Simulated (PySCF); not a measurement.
A structure optimised at B3LYP-D3(BJ)/def2-SVP, used in a PySCF frequency run:

```
C
H 1 1.0981
H 1 1.0981 2 110.13
H 1 1.0981 2 108.73 3 119.04
S 1 1.8528 2 111.39 4 116.85
Be 5 1.8930 1 100.73 2 61.70
Cl 6 1.8177 1 141.05 2 55.07
```

### Question
Write its SMILES, formula and point group.

### Answer
C[S][Be][Cl], CH₃BeClS, Cs

### Question
What are its rotational constants (standard atomic weights)?

### Answer
14.115, 1.6136, 1.4618 GHz
